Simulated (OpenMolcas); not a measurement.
Lines of Nd: computed and rescaled rates

* Program: OpenMolcas 26.06
* Method: SS-RASPT2, IPEA 0.25 Eh, imaginary shift 0.1 Eh (closed shells correlated: 5s 5p 6s)
* Basis: ANO-RCC-VTZP [8s7p5d3f2g1h]
* Scalar Hamiltonian: DKH2, point nucleus
* Active space: 4 electrons in 12 orbitals (RAS2 4f; RAS3 5d, at most 1 electron)
* State averaging: 2S+1 = 5 even, 35 roots (21 in the spin-orbit step); 2S+1 = 3 even, 99 roots kept (CI in the orbitals of an earlier block, 15 in the spin-orbit step); 2S+1 = 1 even, 22 roots kept (CI in the orbitals of an earlier block, 0 in the spin-orbit step); 2S+1 = 5 odd, 175 roots (105 in the spin-orbit step); 2S+1 = 3 odd, 101 roots kept (CI in the orbitals of an earlier block); 2S+1 = 1 odd, 107 roots kept (CI in the orbitals of an earlier block, 55 in the spin-orbit step)
* Spin-orbit coupling: RASSI with atomic mean-field integrals over the reference wave functions, term energies averaged over their components

Rates come from the transition moments of the reference wave functions (E1 in the length form). At fixed line strength A goes as λ^-3 for E1 and M1 and as λ^-5 for E2, so a rate at the computed wavelength can be rescaled to the measured one. Measured vacuum wavelengths follow from level energies in NIST Handbook of Basic Atomic Spectroscopic Data. Branching counts E1 and M1 decays inside the model space alone, at computed energies, and the table is only a selection of the E1 lines, drawn from those between levels with measured partners whose computed energy lies within a factor of 1.5 of the measured one.

```tsv
Upper	Lower	Type	λ computed (nm)	λ measured (nm)	A computed (s-1)	A rescaled (s-1)	Branching %
4f3 5d 6s2 5L* 6	4f4 6s2 5I7	E1	2240	3244	7.16e+00	2.36e+00	3.6
4f3 5d 6s2 5L* 6	4f4 6s2 5I6	E1	1715	2274	1.08e+01	4.63e+00	5.3
4f3 5d 6s2 5K* 5	4f4 6s2 5I5	E1	1458	1746	3.10e+03	1.81e+03	4.2
4f3 5d 6s2 5L* 6	4f4 6s2 5I5	E1	1418	1774	1.84e+02	9.40e+01	91.1
4f3 5d 6s2 5K* 6	4f4 6s2 5I6	E1	1362	1654	7.49e+03	4.18e+03	7.5
4f3 5d 6s2 5L* 7	4f4 6s2 5I6	E1	1304	1657	5.46e+02	2.66e+02	98.6
4f3 5d 6s2 5K* 7	4f4 6s2 5I7	E1	1294	1578	1.29e+04	7.11e+03	10.6
4f3 5d 6s2 5K* 5	4f4 6s2 5I4	E1	1263	1459	7.06e+04	4.58e+04	95.8
4f3 5d 6s2 5K* 8	4f4 6s2 5I8	E1	1240	1502	1.42e+04	7.99e+03	9.9
4f3 5d 6s2 5L* 8	4f4 6s2 5I7	E1	1208	1543	1.17e+03	5.61e+02	98.8
4f3 5d 6s2 5K* 6	4f4 6s2 5I5	E1	1168	1373	9.20e+04	5.66e+04	92.5
4f3 5d 6s2 5I* 6 [73 %]	4f4 6s2 5I7	E1	1134	1334	7.98e+04	4.90e+04	10.3
4f3 5d 6s2 5I* 5	4f4 6s2 5I6	E1	1109	1309	8.24e+04	5.01e+04	9.3
4f3 5d 6s2 5K* 7	4f4 6s2 5I6	E1	1099	1307	1.09e+05	6.48e+04	89.4
4f3 5d 6s2 5I* 4	4f4 6s2 5I5	E1	1088	1257	4.66e+04	3.02e+04	4.6
4f3 5d 6s2 5K* 8	4f4 6s2 5I7	E1	1047	1246	1.29e+05	7.65e+04	90.1
4f3 5d 6s2 5I* 6 [73 %]	4f4 6s2 5I6	E1	981.5	1135	6.38e+05	4.13e+05	82.4
4f3 5d 6s2 5I* 5	4f4 6s2 5I5	E1	976.9	1127	7.70e+05	5.01e+05	86.5
4f3 5d 6s2 5I* 4	4f4 6s2 5I4	E1	976.3	1101	9.62e+05	6.71e+05	95.4
4f3 5d 6s2 5H* 4(1) [66 %]	4f4 6s2 5I5	E1	891.5	1048	3.92e+05	2.41e+05	99.9
4f3 5d 6s2 5I* 5	4f4 6s2 5I4	E1	885.6	999.5	3.72e+04	2.59e+04	4.2
4f3 5d 6s2 5H* 3(1) [70 %]	4f4 6s2 5I4	E1	882.3	1007	3.90e+05	2.62e+05	100.0
4f3 5d 6s2 5I* 6 [73 %]	4f4 6s2 5I5	E1	876.3	994.9	5.64e+04	3.85e+04	7.3
```

The largest correction is for 4f3 5d 6s2 5L* 6 → 4f4 6s2 5I7 (E1): 7.16e+00 × (2240 / 3244)^3 = 2.36e+00 s-1, a factor of 0.33.

The computed order of these levels differs from the measured one in 3 places, and where term gaps are wrong the rates of spin-changing lines can be off by large factors.

No measured rate stands beside these. Rescaling mends the energy factor alone: line strengths can still be far off where a level mixes with configurations outside the active space, and weak or spin-changing lines hang on small mixing coefficients that depend on the term gaps too, so rescaling need not improve them.

CASPT2 does not keep the components of a term degenerate, so their means are used; among the terms shown or strongly mixed into the levels shown the widest spread is 220 cm-1 (4f4 6s2 5I). Each CASPT2 term energy is a mean over a sample of three components. High states are left out of the spin-orbit mixing, which shifts the levels that they would mix with. The CASPT2 spread within a term exceeds the gap to the next term for 4f3 5d 6s2 5H*(1) and 4f3 5d 6s2 3I*(1), so the order of their levels is uncertain. Measured partners are found by configuration, term and J. A level has none where our copy of the source lacks it or the pairing is in doubt (some pairs that miss far off the trend of their configuration count as doubtful). Levels of configurations outside the active space are missing.

A share in square brackets marks a mixed level and gives the weight of the term that names it. A number in round brackets counts repeated terms of one configuration in the order of the reference energies. * marks odd parity.
